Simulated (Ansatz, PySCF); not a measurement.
Process, species as SMILES: C#CS(C)(=O)=O [1-methylsulfonylethyne] + 7 [H][H] (H2) → 3 C (CH4) + 2 O (H2O) + S (H2S)
Geometries: B3LYP-D3(BJ)/def2-TZVP minima from Ansatz (a first-principles code). Frequencies are from Ansatz or PySCF.
Geometry of the first species:
```xyz
10

C      2.3876     0.8008     0.2859
C      1.2753     0.3710     0.1537
S     -0.3150    -0.2778    -0.0346
C     -1.2906     1.2008    -0.1840
O     -0.6622    -0.9383     1.1924
O     -0.3505    -0.9830    -1.2851
H      3.3771     1.1734     0.4036
H     -0.9622     1.7550    -1.0602
H     -1.1868     1.7872     0.7259
H     -2.3195     0.8632    -0.3073
```

Quantity: energy of full hydrogenation (enthalpy at 298 K, with B3LYP-D3(BJ) rigid-rotor harmonic-oscillator terms), in kJ/mol. Valence correlation only, unless marked. No spin-orbit coupling. Non-relativistic. Basis-set limits of correlation are two-point, X^-3; Hartree-Fock from the larger set.

CCSD(T)/CBS(cc-pV(T+d)Z,cc-pV(Q+d)Z) (Ansatz) gives -688.6 kJ/mol.

Task: Another calculation gave -706.7 kJ/mol. Which level was it?
A) r2SCAN/def2-TZVPD (Ansatz)
B) r2SCAN0/def2-TZVPD (Ansatz)
C) B2PLYP/def2-TZVPD (Ansatz)
D) wB97M-V/def2-TZVPD (Ansatz)

Result: D, wB97M-V/def2-TZVPD (Ansatz). The others give -663.5 (r2SCAN), -680.2 (B2PLYP), -717.8 (r2SCAN0) kJ/mol.
